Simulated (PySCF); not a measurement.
GeH3F, optimised at PBE/def2-SVP:

```xyz
5

Ge    -0.0148    -0.0041     0.0144
F     -0.0164     0.6920    -1.6038
H     -0.0215    -1.5433    -0.1614
H      1.2738     0.4955     0.7143
H     -1.2954     0.5058     0.7213
```

Energies from PySCF (xtb for GFN2), thermal terms from the rigid-rotor harmonic-oscillator model, ideal gas at 1 bar. 6-31G* has spherical d functions here. All species are closed-shell singlets. B3LYP is the form with VWN-RPA correlation. Ge: all electrons, no relativistic terms.

Question: List the harmonic frequencies (cm⁻¹, unscaled) at this level and at the other levels, each on its own geometry.

Answer: 
- PBE/def2-SVP: 625, 626, 687, 830, 830, 865, 2090, 2107, 2107
- B3LYP/6-31G*: 644, 644, 706, 861, 861, 888, 2126, 2141, 2141
- GFN2-xTB: 500, 560, 560, 729, 784, 784, 1980, 2070, 2070
- HF/6-31G*: 700, 700, 753, 955, 955, 967, 2266, 2266, 2278
- PBE0/def2-TZVP: 636, 636, 699, 870, 870, 873, 2178, 2188, 2188
